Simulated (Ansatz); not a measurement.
A nudged elastic band was laid between two geometries of H₄O₂Si₂ (8 atoms, charge 0, multiplicity 1).

All numbers below come from RKS PBE0-D4/def2-SVP (Ansatz 0.2.0).

```json
{"movable images": "7", "climbing image": "yes", "spring": "5.0 eV/Å²", "optimiser": "quadratic models (default)", "start path": "IDPP", "force threshold": "0.03 eV/Å", "iteration limit": "60", "end points": "relaxed"}
```

Initial state:

```xyz
8
Properties=species:S:1:pos:R:3
O -0.543 1.972 -1.918
Si 0.419 1.749 -0.582
O -0.025 0.183 -0.165
Si 0.274 -1.023 0.947
H -1.112 1.232 -2.170
H -0.984 -1.329 1.687
H 1.326 -0.596 1.918
H 0.736 -2.245 0.227
```

Final state:

```xyz
8
Properties=species:S:1:pos:R:3
O -0.454 2.441 -1.298
Si 0.261 0.975 -1.607
O -0.017 0.202 -0.140
Si 0.234 -1.235 0.667
H -0.851 2.554 -0.423
H -1.083 -1.797 1.082
H 1.066 -0.977 1.877
H 0.935 -2.219 -0.214
```

Q: Which bonds break or form, and what moves?

A: No bond is made or broken. The dihedral Si2–O3–Si4–H7 goes from -1 to 119°. The two ends are copies of one structure, up to a mirror image or an exchange of like atoms.

Q: What energy profile does the band end with?

A: The forces met the threshold. The highest image is number 4 of 0 to 8, 0.014 eV above the ends, which have the same energy within 2 meV. A vibrational analysis at the climbing image gives one clearly imaginary mode, 62i cm⁻¹: a first-order saddle point.

```
image  path coordinate (Å)  energy (eV)  dihedral Si2–O3–Si4–H7 (°)
    0                 0.00        0.000                          -1
    1                 0.33        0.002                          12
    2                 0.66        0.007                          25
    3                 1.00        0.012                          41
    4                 1.33        0.014                          60
    5                 1.65        0.012                          78
    6                 1.97        0.007                          93
    7                 2.29        0.002                         106
    8                 2.62        0.000                         119
```

Q: What is the geometry of the highest image?

A: 
```xyz
8
Properties=species:S:1:pos:R:3
O -0.657 2.172 -1.645
Si 0.703 1.376 -1.122
O -0.002 0.193 -0.160
Si 0.322 -1.113 0.825
H -1.508 1.840 -1.329
H -0.968 -1.646 1.346
H 1.180 -0.696 1.974
H 1.022 -2.184 0.055
```

The run took 110 s on 1 thread of AMD EPYC 7R13 Processor (Zen 3), with other jobs on the host, peak memory 0.26 GiB.
